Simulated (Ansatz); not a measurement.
`BN([SiH3])[SiH2]F`. Total charge 0; spin multiplicity 1.

```xyz
12

B     1.4592    0.7431    0.2602
N     0.1999    0.1338    0.0577
Si   -0.1672   -0.4394   -1.5667
Si   -0.9165   -0.0611    1.3670
F    -0.9707   -1.5985    1.7977
H     1.7726    1.1359    1.3472
H     2.2061    0.8661   -0.6724
H    -1.5111   -1.0706   -1.5270
H     0.8413   -1.4373   -1.9943
H    -0.1774    0.6997   -2.5160
H    -2.2816    0.2984    0.9227
H    -0.4545    0.7299    2.5240
```

Question: Give the diagnostics of a CCSD(T)/def2-TZVPP run (frozen core, Ansatz 0.2.0). (An estimate is asked.)

Answer: The calculation gave: T1 = 0.0124, largest single amplitude 0.028, largest double 0.017, (T) share of the correlation energy 3.3 %, 10 CCSD cycles. The RHF solution is stable towards an unrestricted one. T1 lies under the customary mark of 0.02 for closed shells.
